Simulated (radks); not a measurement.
The numbers below are computed, except where a source is named.
Tb3+, configuration [Xe] 4f7.75 6p0.25 (fractional occupations, a model configuration).

Code: a radial shooting solver on a logarithmic mesh with Libxc functionals. Model: scalar-relativistic Kohn-Sham, SCAN, spin-polarised, spherical densities, finite nucleus; open shells are filled with parallel spins first (spin-orbit coupling, left out, can overturn this in heavy ions); meta-GGA in the generalised Kohn-Sham scheme; Fermi nuclear charge, rms radius 5.06 fm.

Energy parts (eV):
part                      energy
total                 -318603.26
kinetic                342888.38
electron-nucleus      -776442.64
Hartree                121923.64
exchange-correlation    -6972.65

Orbitals (lengths in bohr, moments of r in powers of bohr):
1s up: occ. 1; eigenvalue (eV) -51961.89; <1/r> 73.09
1s down: occ. 1; eigenvalue (eV) -51961.89; <1/r> 73.09
2s up: occ. 1; eigenvalue (eV) -8665.287; <1/r> 16.99
2s down: occ. 1; eigenvalue (eV) -8665.170; <1/r> 16.99
2p up: occ. 3; eigenvalue (eV) -7699.535; <1/r> 15.81
2p down: occ. 3; eigenvalue (eV) -7699.449; <1/r> 15.81
3s up: occ. 1; eigenvalue (eV) -1960.871; <1/r> 6.248
3s down: occ. 1; eigenvalue (eV) -1957.825; <1/r> 6.257
3p up: occ. 3; eigenvalue (eV) -1660.939; <1/r> 5.857
3p down: occ. 3; eigenvalue (eV) -1657.796; <1/r> 5.865
3d up: occ. 5; eigenvalue (eV) -1270.048; <1/r> 5.548
3d down: occ. 5; eigenvalue (eV) -1267.493; <1/r> 5.556
4s up: occ. 1; eigenvalue (eV) -423.6165; <1/r> 2.629
4s down: occ. 1; eigenvalue (eV) -416.6948; <1/r> 2.625
4p up: occ. 3; eigenvalue (eV) -324.1760; <1/r> 2.417
4p down: occ. 3; eigenvalue (eV) -317.2622; <1/r> 2.412
4d up: occ. 5; eigenvalue (eV) -187.4226; <1/r> 2.134
4d down: occ. 5; eigenvalue (eV) -180.3964; <1/r> 2.127
5s up: occ. 1; eigenvalue (eV) -80.2712; <1/r> 1.032
5s down: occ. 1; eigenvalue (eV) -78.2502; <1/r> 1.006
5p up: occ. 3; eigenvalue (eV) -55.6666; <1/r> 0.8814
5p down: occ. 3; eigenvalue (eV) -54.0958; <1/r> 0.8623
4f up: occ. 7; eigenvalue (eV) -39.3910; <1/r> 1.604
4f down: occ. 0.75; eigenvalue (eV) -32.6279; <1/r> 1.562
6p up: occ. 0.25; eigenvalue (eV) -18.0572; <1/r> 0.3488

The highest occupied level is 6p up at -18.057 eV. Spin moment in Bohr magnetons: 6.5.
